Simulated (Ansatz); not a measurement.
Mulliken charges of `N[CH2][ZnH]` from B3LYP/def2-TZVPP in Ansatz (PBE0-D4/def2-TZVP geometry).

```json
{"atom": "N1", "x (Å)": "-0.274", "y (Å)": "0.601", "z (Å)": "-1.053", "charge (e)": "-0.361"}
{"atom": "C2", "x (Å)": "0.308", "y (Å)": "0.353", "z (Å)": "0.270", "charge (e)": "-0.190"}
{"atom": "Zn3", "x (Å)": "0.132", "y (Å)": "-1.543", "z (Å)": "0.748", "charge (e)": "0.265"}
{"atom": "H4", "x (Å)": "-1.275", "y (Å)": "0.459", "z (Å)": "-1.043", "charge (e)": "0.125"}
{"atom": "H5", "x (Å)": "-0.125", "y (Å)": "1.561", "z (Å)": "-1.344", "charge (e)": "0.122"}
{"atom": "H6", "x (Å)": "-0.061", "y (Å)": "1.019", "z (Å)": "1.064", "charge (e)": "0.083"}
{"atom": "H7", "x (Å)": "1.388", "y (Å)": "0.536", "z (Å)": "0.205", "charge (e)": "0.096"}
{"atom": "H8", "x (Å)": "-0.001", "y (Å)": "-3.043", "z (Å)": "1.098", "charge (e)": "-0.140"}
```

Task: By hand: the dipole of these point charges (1 e Å = 4.8032 D).

Result: Σ q r = (0.029, 0.117, 0.187) e Å, of length 0.222 e Å = 1.07 D.

Task: How does the dipole of the full density compare? (An estimate is asked.)

Result: Ansatz gave: (-0.097, 0.274, 0.122) e Å, 1.51 D; the point charges give 0.71 times that, at 42° from its direction.

Point charges leave out the atoms' own dipoles, such as those of lone pairs, and Mulliken's split depends on the basis, so the two needn't agree.

B3LYP here is the variant with VWN-RPA as its local correlation; programs differ in this.
